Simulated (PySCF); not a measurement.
Core-level binding energies of Si(NMeEt)Cl3

Compound: Si(NMeEt)Cl3, C3H8Cl3NSi.
Structure used (PBE0-D3(BJ)/def2-SVP), in Å, numbered top down from 1:
```xyz
16
C3H8Cl3NSi angstrom
Si    -0.1937    0.5014   -1.8166
N     -0.3210    0.4977   -0.1205
C      0.3456    1.5227    0.6569
C     -0.7342   -0.6850    0.6217
C      0.4025   -1.6293    0.9859
H     -0.2897    1.8228    1.5081
H      1.3214    1.1933    1.0566
H      0.5180    2.4184    0.0438
H     -1.2536   -0.3422    1.5347
H     -1.4872   -1.2243    0.0279
H      0.0235   -2.4864    1.5632
H      0.8943   -2.0182    0.0807
H      1.1702   -1.1301    1.5966
Cl     1.6492   -0.1064   -2.5097
Cl    -0.4886    2.3958   -2.5473
Cl    -1.5913   -0.7643   -2.6157
```

Computed with delta-SCF UKS SCAN, pcX-2 on the ionised atom, pcseg-1 elsewhere, spin-free X2C (PySCF 2.14.0). These are vertical core ionisation energies against the vacuum level, from separate self-consistent calculations with and without the core hole.

What binding energy does each computed site have?

```
       atom(s)                    environment     level  binding energy (eV)  2p1/2 (eV)  above the level's lowest (eV)  count
           Si1   silicon bonded to 3 Cl and N  Si 2p3/2               109.19      109.82                           0.00      1
           Si1   silicon bonded to 3 Cl and N     Si 1s              1849.37           –                           0.00      1
            N2  nitrogen bonded to 2 C and Si      N 1s               404.98           –                           0.00      1
            C3     carbon bonded to N and 3 H      C 1s               291.97           –                          +1.12      1
            C4  carbon bonded to C, N and 2 H      C 1s               291.89           –                          +1.04      1
            C5     carbon bonded to C and 3 H      C 1s               290.85           –                           0.00      1
Cl14/Cl15/Cl16          chlorine bonded to Si  Cl 2p3/2               206.06      207.72                           0.00      3
Cl14/Cl15/Cl16          chlorine bonded to Si     Cl 1s              2828.64           –                           0.00      3
```

Lowest listed C 1s: C5, bonded to C and 3 H. Highest, 1.12 eV above it: C3, bonded to N and 3 H. The widest gap between neighbouring values is 1.04 eV, between 290.85 and 291.89 eV.

What is the longest wavelength that can ionise Si 2p3/2 of Si1 vertically?

λ = hc/E = 12398.42 eV Å / 109.19 eV = 113.549 Å.

One atom of each set of topologically equivalent atoms was ionised and stands for the set; in this conformer not all members are related by symmetry, and their own values weren't computed. For 2p shells one spin-free hole was relaxed; a mean-field spin–orbit operator and the ground-state splitting of the three 2p orbitals were then diagonalised within the shell. The shell's mean is (2 × 2p3/2 + 2p1/2)/3, and the degeneracies 2j + 1 give areas of 2:1. 2p1/2 minus 2p3/2 (ligand field included): Si 0.63 eV, Cl 1.65 eV. Geometry: PBE0-D3(BJ)/def2-SVP, one conformer, isolated molecule.
